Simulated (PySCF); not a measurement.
From one molecule to another.

First species: C6H8O3.
SMILES: `C(=O)O[C@H]1OCC(C)=C1`

Second species: C₈H₇ClSi.
SMILES: `Clc1cccc2c1C=C[SiH2]2`

Levels: B3LYP/def2-SVPD for dipole moment, HOMO energy, LUMO energy, HOMO–LUMO gap, static isotropic polarisability and electronic spatial extent ⟨r²⟩ about the centre of nuclear charge; TDDFT B3LYP/def2-SVPD for lowest singlet excitation; TDA B3LYP/def2-SVPD for lowest triplet excitation (Tamm–Dancoff); ΔSCF B3LYP/def2-SVPD for vertical ionisation energy; PBE0-D3(BJ)/def2-SVP for rotational constant A and rotational constant C. Geometries: PBE0-D3(BJ)/def2-SVP. Each species is one conformer at its optimised geometry, gas phase, non-relativistic unless stated; the electronic structure was computed with PySCF and density fitting.

The conformers computed, where there is a choice (atom-mapped SMILES and torsion angles):
- `[CH3:1][C:2]1=[CH:3][C@@H:4]([O:5][CH:6]=[O:7])[O:8][CH2:9]1`: C3–C4–O5–C6 -145°, C4–O5–C6–O7 4°

(1) Which has the higher vertical ionisation energy?

(2) Which has the higher rotational constant C?

(3) Which of the two has the higher ⟨r²⟩, and by how much?

(4) Which of the two has the higher LUMO energy, and by how much?

(5) Which has the higher rotational constant A?

(6) Which has the higher T1 energy?

(7) Which has the higher HOMO–LUMO gap?

(8) Which has the higher dipole moment?

## Answers

(1) The first: 9.24 eV against 8.36 eV, a difference of 0.88 eV.

(2) The first: 0.842 GHz against 0.557 GHz, a difference of 0.285 GHz.

(3) The second: 1917 bohr² against 1380 bohr², a difference of 537 bohr².

(4) The first: -0.54 eV against -1.88 eV, a difference of 1.34 eV.

(5) The first: 4.831 GHz against 1.619 GHz, a difference of 3.212 GHz.

(6) The first: 4.34 eV against 2.95 eV, a difference of 1.39 eV.

(7) The first: 6.73 eV against 4.73 eV, a difference of 2.00 eV.

(8) The first: 4.17 D against 1.20 D, a difference of 2.97 D.

On the first: The polarisability is 12.26 Å³ as a volume (1 au = 0.148185 Å³), or 1.22 au for each of the 68 electrons. The dipole equals about 13.9 × 10⁻³⁰ C·m (1 D = 3.33564 × 10⁻³⁰ C·m).

On the second: The vertical singlet–triplet gap S1 − T1 is 1.20 eV (TDDFT singlet less Tamm–Dancoff triplet; S1: HOMO→LUMO, weight 0.82; T1: HOMO→LUMO, weight 0.87). In atomic units the dipole is 0.47 e·bohr (1 au = 2.5417 D).
